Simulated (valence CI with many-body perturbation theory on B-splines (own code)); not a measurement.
## Level structure of Pb⁹⁺

Level of theory: configuration interaction combined with many-body perturbation theory (CI+MBPT): five valence electrons over a frozen Dirac-Fock core [Xe] 4f14, a basis of 7 s, 7 p, 8 d, 6 f, 4 g, 1 h functions for each j, with the one-electron correlation potential Σ1 (screened to all orders), the two-electron term Σ2, the three-electron term Σ3, Breit, model QED; selected single and double excitations, second order for the rest, scaled by the run's own slope (own B-spline code, finite nucleus).

No measured spectrum was set against this ion. As an estimate, terms of the open shell hold to 2 to 4 % of their energy, and close levels can change places. Among the levels kept, up to 1100 cm⁻¹ of a level comes from second order outside the variational space, and about a tenth of that is noise between levels of different J, which matters for small intervals. Excitations out of the core, of the other parity, are not computed and may begin above about 48.5 eV (a cautious bound); beyond it only levels of the ground parity were kept, without lifetimes.

Levels 46 to 90 of 101, with energies above the lowest level, (5d3/2^4 5d5/2) J=5/2 [a]. "Leading %" is the weight of the configuration and term that name the level; weights of strongly mixed levels are sums over their largest components and can fall short. In the jj column 3d3/2^4 stands for four electrons in 3d with j = 3/2. Lifetimes count E1, E2, E3, M1 and M2 decay at the calculated energies, and are blank where another channel may lead or the interval is too uncertain; long ones can be off by a factor of two.

| No. | Configuration | Term | J | E (cm⁻¹) | Leading % | Lifetime | Second component | Leading jj |
| --- | --- | --- | --- | --- | --- | --- | --- | --- |
| 46 | 5d⁴6s | ⁴D | 5/2 | 314160 | 34 | 3.52 μs | 25 % 5d⁴6s ⁴G | 5d3/2^3 5d5/2 6s (74 %) |
| 47 | 5d⁴6s | ⁴H | 9/2 | 320470 | 37 | 5.63 μs | 32 % 5d⁴6s ⁶D | 5d3/2^2 5d5/2^2 6s (69 %) |
| 48 | 5d⁴6s | ⁴P | 1/2 | 321010 | 36 | 4.52 μs | 27 % 5d⁴6s ⁶D | 5d3/2^2 5d5/2^2 6s (80 %) |
| 49 | 5d⁴6s | ⁴G | 7/2 | 326120 | 29 | 3.95 μs | 16 % 5d⁴6s ⁶D | 5d3/2^2 5d5/2^2 6s (49 %) |
| 50 | 5d⁴6s | ²D | 5/2 | 326610 | 23 | 3.93 μs | 20 % 5d⁴6s ⁴D | 5d3/2^2 5d5/2^2 6s (52 %) |
| 51 | 5d⁴6s | ⁴F | 3/2 | 328460 | 48 | 4.26 μs | 17 % 5d⁴6s ²D | 5d3/2^2 5d5/2^2 6s (77 %) |
| 52 | 5d⁴6s | ⁴D | 7/2 | 329080 | 34 | 3.59 μs | 33 % 5d⁴6s ⁴H | 5d3/2^2 5d5/2^2 6s (93 %) |
| 53 | 5d⁴6s | ⁴H | 11/2 | 329170 | 66 | 5.54 μs | 27 % 5d⁴6s ⁴G | 5d3/2^2 5d5/2^2 6s (97 %) |
| 54 | 5d⁴6s | ⁴D | 5/2 | 330450 | 40 | 3.79 μs | 39 % 5d⁴6s ⁴G | 5d3/2^2 5d5/2^2 6s (85 %) |
| 55 | 5d⁴6s | ⁴P | 3/2 | 333010 | 54 | 4.22 μs | 36 % 5d⁴6s ⁴D | 5d3/2^2 5d5/2^2 6s (84 %) |
| 56 | 5d⁴6s | ⁴H | 13/2 | 333670 | 66 | 4.93 μs | 33 % 5d⁴6s ²I | 5d3/2^2 5d5/2^2 6s (92 %) |
| 57 | 5d⁴6s | ²H | 9/2 | 335730 | 37 | 3.64 μs | 27 % 5d⁴6s ⁴H | 5d3/2^2 5d5/2^2 6s (86 %) |
| 58 | 5d⁴6s | ⁴D | 1/2 | 338140 | 54 | 3.42 μs | 34 % 5d⁴6s ²P | 5d3/2^2 5d5/2^2 6s (91 %) |
| 59 | 5d⁴6s | ⁴F | 5/2 | 339030 | 34 | 4.76 μs | 33 % 5d⁴6s ⁴D | 5d3/2^2 5d5/2^2 6s (86 %) |
| 60 | 5d⁴6s | ⁴G | 9/2 | 340180 | 50 | 4.21 μs | 36 % 5d⁴6s ²G | 5d3/2^2 5d5/2^2 6s (87 %) |
| 61 | 5d⁴6s | ²I | 11/2 | 340550 | 46 | 3.56 μs | 42 % 5d⁴6s ²H | 5d3/2^2 5d5/2^2 6s (97 %) |
| 62 | 5d⁴6s | ⁴D | 7/2 | 340700 | 43 | 4.13 μs | 22 % 5d⁴6s ⁴F | 5d3/2^2 5d5/2^2 6s (80 %) |
| 63 | 5d⁴6s | ²G | 7/2 | 343230 | 57 | 3.99 μs | 22 % 5d⁴6s ⁴G | 5d3/2^2 5d5/2^2 6s (87 %) |
| 64 | 5d⁴6s | ⁴D | 3/2 | 345300 | 26 | 3.56 μs | 25 % 5d⁴6s ²P | 5d3/2^2 5d5/2^2 6s (74 %) |
| 65 | 5d⁴6s | ²F | 5/2 | 347460 | 39 | 3.49 μs | 27 % 5d⁴6s ²D | 5d3/2^2 5d5/2^2 6s (81 %) |
| 66 | 5d⁴6s | ⁴F | 9/2 | 348550 | 48 | 3.93 μs | 23 % 5d⁴6s ²H | 5d3/2^2 5d5/2^2 6s (46 %) |
| 67 | 5d⁴6s | ⁴F | 7/2 | 353950 | 29 | 3.57 μs | 28 % 5d⁴6s ⁴D | 5d3/2 5d5/2^3 6s (69 %) |
| 68 | 5d⁴6s | ⁴P | 5/2 | 355220 | 32 | 3.74 μs | 24 % 5d⁴6s ²D | 5d3/2^2 5d5/2^2 6s (64 %) |
| 69 | 5d⁴6s | ²D | 3/2 | 356680 | 39 | 3.72 μs | 37 % 5d⁴6s ⁴F | 5d3/2^2 5d5/2^2 6s (79 %) |
| 70 | 5d⁴6s | ⁴G | 11/2 | 359020 | 62 | 4.75 μs | 26 % 5d⁴6s ⁴H | 5d3/2 5d5/2^3 6s (97 %) |
| 71 | 5d⁴6s | ⁴D | 7/2 | 359180 | 29 | 3.14 μs | 27 % 5d⁴6s ²F | 5d3/2 5d5/2^3 6s (83 %) |
| 72 | 5d⁴6s | ²F | 5/2 | 361180 | 43 | 3.04 μs | 13 % 5d⁴6s ⁴G | 5d3/2 5d5/2^3 6s (83 %) |
| 73 | 5d⁴6s | ⁴D | 1/2 | 362510 | 66 | 3.54 μs | 18 % 5d⁴6s ²P | 5d3/2 5d5/2^3 6s (92 %) |
| 74 | 5d⁴6s | ²I | 13/2 | 363040 | 66 | 4.07 μs | 33 % 5d⁴6s ⁴H | 5d3/2 5d5/2^3 6s (92 %) |
| 75 | 5d⁴6s | ²G | 9/2 | 363500 | 42 | 3.58 μs | 41 % 5d⁴6s ⁴F | 5d3/2^2 5d5/2^2 6s (62 %) |
| 76 | 5d⁴6s | ⁴D | 3/2 | 364340 | 35 | 3.51 μs | 34 % 5d⁴6s ²D | 5d3/2 5d5/2^3 6s (71 %) |
| 77 | 5d⁴6s | ⁴P | 5/2 | 366840 | 55 | 3.73 μs | 20 % 5d⁴6s ⁴D | 5d3/2^2 5d5/2^2 6s (57 %) |
| 78 | 5d⁴6s | ²H | 11/2 | 368370 | 50 | 3.17 μs | 43 % 5d⁴6s ²I | 5d3/2 5d5/2^3 6s (98 %) |
| 79 | 5d⁴6s | ²G | 9/2 | 368480 | 57 | 2.89 μs | 17 % 5d⁴6s ²H | 5d3/2 5d5/2^3 6s (86 %) |
| 80 | 5d⁴6s | ²G | 7/2 | 368900 | 40 | 3.06 μs | 33 % 5d⁴6s ²F | 5d3/2^2 5d5/2^2 6s (76 %) |
| 81 | 5d⁴6s | ²S | 1/2 | 374030 | 50 | 3.34 μs | 30 % 5d⁴6s ⁴P | 5d3/2 5d5/2^3 6s (79 %) |
| 82 | 5d⁴6s | ²P | 3/2 | 374560 | 39 | 2.90 μs | 25 % 5d⁴6s ²D | 5d3/2 5d5/2^3 6s (47 %) |
| 83 | 5d⁴6s | ²F | 7/2 | 375050 | 46 | 3.48 μs | 24 % 5d⁴6s ⁴D | 5d3/2 5d5/2^3 6s (88 %) |
| 84 | 5d⁴6s | ⁴F | 5/2 | 375500 | 41 | 3.52 μs | 26 % 5d⁴6s ⁴P | 5d3/2 5d5/2^3 6s (56 %) |
| 85 | 5d⁴6s | ⁴F | 3/2 | 376210 | 53 | 3.38 μs | 24 % 5d⁴6s ²P | 5d3/2 5d5/2^3 6s (58 %) |
| 86 | 5d⁴6s | ²F | 5/2 | 378740 | 51 | 3.20 μs | 31 % 5d⁴6s ²D | 5d3/2 5d5/2^3 6s (87 %) |
| 87 | 5d⁴6s | ⁴F | 7/2 | 389740 | 49 | 3.53 μs | 40 % 5d⁴6s ²F | 5d3/2 5d5/2^3 6s (93 %) |
| 88 | 5d⁴6p | ⁴D° | 1/2 | 390020 | 33 | 371 ps | 23 % 5d⁴6p ⁶F° | 5d3/2^4 6p1/2 (89 %) |
| 89 | 5d⁴6s | ⁴P | 3/2 | 390240 | 57 | 3.11 μs | 23 % 5d⁴6s ²P | 5d3/2 5d5/2^3 6s (82 %) |
| 90 | 5d⁴6s | ⁴P | 1/2 | 390740 | 64 | 3.43 μs | 25 % 5d⁴6s ²S | 5d3/2 5d5/2^3 6s (47 %) |

Where two levels of one J and parity lie close, their mixing, g and order are uncertain.
